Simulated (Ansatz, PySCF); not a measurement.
This PySCF input computes a CAM-B3LYP/def2-TZVPD energy:

```python
from pyscf import gto, scf, dft

mol = gto.M(
    atom='''
    P    -0.18321895   -0.51575749    0.25921760
    O     1.30228208   -0.16355425   -0.31807012
    O    -0.88910258    0.96060963   -0.02928492
    H     1.29508314    0.45268916   -1.06392980
    H    -1.85223500    0.90723024   -0.04549401
    ''',
    basis='def2-tzvpd',
    charge=0,
    spin=1,
    verbose=4,
)

mf = dft.UKS(mol, xc='camb3lyp').density_fit(auxbasis='def2-universal-jkfit')
mf.grids.level = 3
mf.conv_tol = 1e-9
mf.max_cycle = 100
mf.max_memory = 1500
mf.kernel()
if not mf.converged:
    mf = mf.newton()
    mf.kernel(mf.make_rdm1())
for _ in range(2):
    mo, _, stable, _ = mf.stability(return_status=True)
    if stable:
        break
    mf.kernel(mf.make_rdm1(mo, mf.mo_occ))
mf.analyze()
```

Task: Write an input for the same energy in Ansatz (a program for electronic structure) and say what it gives.

Result: 
Ansatz 0.2 input:
```yaml
crystal:
  periodic: [false, false, false]
  atoms:
    - {symbol: P, position_ang: [-0.18321895, -0.51575749, 0.25921760]}
    - {symbol: O, position_ang: [1.30228208, -0.16355425, -0.31807012]}
    - {symbol: O, position_ang: [-0.88910258, 0.96060963, -0.02928492]}
    - {symbol: H, position_ang: [1.29508314, 0.45268916, -1.06392980]}
    - {symbol: H, position_ang: [-1.85223500, 0.90723024, -0.04549401]}
basis:
  gaussian:
    orbitals: def2-TZVPD
hamiltonian:
  xc: {name: CAM-B3LYP}
magnetization: {spin_polarized: true, initial_magnetization: 1}
output: {forces: true}
```
It gives -493.05875 Eh, and PySCF -493.05879 Eh, a difference of 0.04 mEh, from the treatment of integrals and grids.

It need not be the lowest isomer of its formula.
